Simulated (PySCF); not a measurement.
CH5FO2Si2, SMILES O([SiH2][SiH2]F)C=O.

Geometry optimised at B3LYP-D3(BJ)/def2-SVP. This is a generated structure with no PubChem entry under its InChIKey; it may be hypothetical. The values are those of a single conformer.

The numbers are results of TDA-PBE/def2-SVPD in PySCF, not measurements.

Vertical excitations. Gas-phase values at a fixed geometry.

```tsv
state	energy (eV)	λ (nm)	f	main pairs
S1	5.40	230	0.005	HOMO→LUMO 93 %
S2	5.53	224	0.002	HOMO→LUMO+1 78 %, HOMO−1→LUMO 16 %
S3	5.70	218	0.000	HOMO−1→LUMO 75 %
S4	5.99	207	0.035	HOMO−1→LUMO+1 46 %, HOMO→LUMO+2 41 %
S5	6.00	207	0.056	HOMO→LUMO+2 41 %, HOMO−1→LUMO+1 36 %, HOMO→LUMO+1 7 %
S6	6.25	198	0.001	HOMO−1→LUMO+2 89 %
S7	6.48	191	0.002	HOMO−3→LUMO 62 %, HOMO−2→LUMO 33 %
S8	6.61	187	0.005	HOMO−2→LUMO+1 89 %
S9	6.85	181	0.000	HOMO−3→LUMO+1 59 %, HOMO−2→LUMO+2 29 %
S10	6.90	180	0.029	HOMO→LUMO+3 76 %, HOMO−1→LUMO+3 12 %
T1	4.96	250	0	HOMO→LUMO 93 %
T2	5.16	240	0	HOMO→LUMO+1 72 %, HOMO−1→LUMO+1 14 %, HOMO−1→LUMO 13 %
T3	5.39	230	0	HOMO→LUMO+2 84 %, HOMO−1→LUMO+2 14 %
T4	5.42	229	0	HOMO−1→LUMO 79 %
```
Triplets are in the Tamm–Dancoff approximation.
